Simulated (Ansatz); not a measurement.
This geometry of C₂H₆GeO (10 atoms, charge 0, multiplicity 1) is a first-order saddle point.

Level of theory: Ansatz, RKS revPBE-D4/def2-SVP.

```xyz
10
Properties=species:S:1:pos:R:3
Ge 0.040 1.489 0.090
C -0.542 -0.383 -0.234
C 0.373 -1.533 -0.026
O -0.644 -1.233 0.929
H -0.919 2.470 -0.641
H 0.016 1.764 1.615
H 1.482 1.707 -0.448
H -1.364 -0.520 -0.966
H 1.417 -1.353 0.300
H 0.225 -2.459 -0.616
```

Question: Which two structures does it join? (They come from a converged band through this point; their orientation in space is the band's.)

Answer: No bond is made or broken. The dihedral H5–Ge1–C2–C3 goes from 102 to -137°. The two ends are copies of one structure, up to a mirror image or an exchange of like atoms.

Image 0:

```xyz
10
Properties=species:S:1:pos:R:3
Ge 0.006 1.479 0.149
C -0.576 -0.405 0.005
C 0.392 -1.492 -0.279
O -0.084 -1.274 1.051
H -0.342 2.256 -1.151
H -0.709 2.148 1.354
H 1.541 1.488 0.379
H -1.635 -0.585 -0.275
H 1.457 -1.249 -0.460
H 0.034 -2.418 -0.770
```

Image 6:

```xyz
10
Properties=species:S:1:pos:R:3
Ge 0.073 1.482 0.070
C -0.404 -0.363 -0.454
C 0.279 -1.533 0.149
O -1.023 -1.146 0.593
H -1.223 2.314 0.257
H 0.847 1.410 1.412
H 0.959 2.151 -1.019
H -0.858 -0.505 -1.457
H 1.104 -1.379 0.872
H 0.329 -2.482 -0.421
```

Question: How far does it lie above each of them?

Answer: 0.061 eV above the first and 0.062 eV above the second. This is the barrier of this one path; another mechanism may lie lower.

The run took 62 s on 2 threads of Arm Neoverse V1, with other jobs on the host, peak memory 0.14 GiB.
